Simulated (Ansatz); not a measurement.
`C[SiH2]/C=C/[SiH3]` + `C[SeH]` → `C[SiH2][Se]C` + `C=C[SiH3]` at 500 K and 1 bar (ligand exchange at the Si–C bond).

Program: Ansatz. Geometries: PBE0-D4/def2-TZVP. ΔE: electronic, gas phase. CCSD(T)/CBS adds triple-zeta CCSD(T) − MP2 to the extrapolated MP2 energy (def2 sets, frozen cores). For Se outer-core shells are correlated without core-valence functions, which leaves a few kJ/mol of doubt a bond. Scalar relativity is left out up to krypton. Each species was taken in one conformer, which may not be the lowest.

```json
{"species": "`C[SiH2]/C=C/[SiH3]`", "CCSD(T)/CBS energy (Eh)": "-698.31764", "H − E (kJ/mol)": "351.4", "S (J/(mol·K))": "468.1"}
{"species": "`C[SeH]`", "CCSD(T)/CBS energy (Eh)": "-2441.15625", "H − E (kJ/mol)": "142.1", "S (J/(mol·K))": "299.3"}
{"species": "`C[SiH2][Se]C`", "CCSD(T)/CBS energy (Eh)": "-2770.73796", "H − E (kJ/mol)": "290.9", "S (J/(mol·K))": "433.7"}
{"species": "`C=C[SiH3]`", "CCSD(T)/CBS energy (Eh)": "-368.76077", "H − E (kJ/mol)": "209.7", "S (J/(mol·K))": "334.4"}
```

H − E and S are ideal-gas, rigid-rotor, harmonic terms from PBE0-D4/def2-TZVP, for one conformer and one mirror image of each species. 1 Eh = 2625.50 kJ/mol, R = 8.31446 J/(mol·K).

Q: By hand: ΔE, ΔH, ΔS and ΔG.

A: ΔE = (-2770.73796) + (-368.76077) − (-698.31764) − (-2441.15625) = -0.02484 Eh = -65.2 kJ/mol. Δ(H − E) = 290.9 + 209.7 − 351.4 − 142.1 = 7.1, so ΔH = -58.1 kJ/mol. ΔS = 433.7 + 334.4 − 468.1 − 299.3 = 0.7 J/(mol·K). ΔG = -58.1 − 500 × (0.7)/1000 = -58.5 kJ/mol.

Q: By hand: the equilibrium constant, and the temperature at which ΔG would vanish if ΔH and ΔS stayed fixed.

A: log₁₀ K = −ΔG/(RT ln 10) = 6.1. ΔH and −TΔS have one sign here, so there is no such temperature.

The number of gas molecules stays the same, so ΔS is small and ΔH decides. A doubt of 5 kJ/mol in ΔE shifts log₁₀ K by 0.5 here. Other conformers and mirror images would add mixing entropy, several J/(mol·K) or more a flexible species. Modes under 60 cm⁻¹, often nearly free rotors, make the harmonic entropy too high. These are equilibria of isolated gas molecules and say nothing of rates. Largest T1 diagnostic: 0.011 (customary marks: 0.02 for closed shells, 0.045 for open ones).

ΔS is within the doubt of such terms, so its sign, and with it that verdict, could turn.
